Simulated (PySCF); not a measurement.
C7H11 (doublet state).
Numbering: `[CH3:1][C:2]1=[CH:3][CH2:4][CH:5][C@H:6]1[CH3:7]` (hydrogens: H8, H9, H10 on C1; H11 on C3; H12, H13 on C4; H14 on C5; H15 on C6; H16, H17, H18 on C7)

Computed with UKS B3LYP, pcH-1 on C H, non-relativistic, mean-field spin-orbit, GIAO in PySCF. Isolated species at its GFN2-xTB geometry, gas phase. Couplings are sensitive to structure, and on GFN2-xTB geometries they can be far from those on DFT ones.

Problem. What are Nα, Nβ and the exact ⟨S²⟩?

Solution. Nα = 27, Nβ = 26 (53 in all), and S(S+1) = 0.75 for S = 1/2.

Mulliken spin populations, one withheld:

```tsv
atom	bound to	population
C1	C2, H8, H9, H10	-0.0003
C2	C1, C3, C6	-0.0042
C3	C2, C4, H11	+0.0039
C4	C3, C5, H12, H13	-0.0874
C5	C4, C6, H14	?
C6	C5, C7, C2, H15	-0.0745
C7	C6, H16, H17, H18	+0.0322
H8	C1	0.0000
H9	C1	+0.0002
H10	C1	-0.0001
H11	C3	-0.0007
H12	C4	+0.0455
H13	C4	+0.0451
H14	C5	-0.0425
H15	C6	+0.0449
H16	C7	-0.0025
H17	C7	+0.0021
H18	C7	+0.0099
```

Problem. Complete the table.

Solution. The populations add up to Nα − Nβ = 1, and the others sum to -0.0284, so C5 holds +1.028.

Problem. Sum the populations by element and by sign.

Solution. Carbon +0.90, hydrogen +0.10. The positive populations sum to 1.21, the negative ones to -0.21.

Problem. The run gives ⟨S²⟩ = 0.7540. What does that say of the overlap of α and β orbitals, and of the weight of higher spin?

Solution. Σ|⟨iα|jβ⟩|² over occupied orbitals = Nβ − [⟨S²⟩ − S(S+1)] = 26 − 0.0040 = 25.9960. If the quartet state (S + 1) were the only admixture, its weight would be 0.0040/(2S + 2) = 0.13 %. For Kohn–Sham this describes the determinant of the orbitals, not the true wave function.

Problem. What Fermi-contact NMR shifts do the couplings of C1, C3, C4, C6, H11, H16/H17/H18 imply at 250 K (Curie law, g = gₑ)?

Solution. δ = a_FC·h·gₑ μB S(S+1)/(3 g_N μN kT), with k/h = 20836.6 MHz/K:

```tsv
nuclei	isotope	a_FC (MHz)	g_N	contact shift (ppm)
C1	13C	-0.40	1.4048	-50
C3	13C	0.52	1.4048	+65
C4	13C	-34.29	1.4048	-4306
C6	13C	-33.02	1.4048	-4147
H11	1H	-1.69	5.5857	-53
H16/H17/H18	1H	1.29	5.5857	+41
```

All at the stated temperature. Entries for several nuclei are means.

Nuclei that the bonding pattern makes equivalent are averaged, as if the motion that swaps them (rotation, inversion, ring flip) were fast. The three 1H nuclei of mean +1.3 MHz run from -3.5 to 9.9 MHz in the frozen geometry.

Examples of negative spin density at the nucleus (bohr⁻³): C4 (-0.0305), C6 (-0.0294) and H14 (-0.0141).
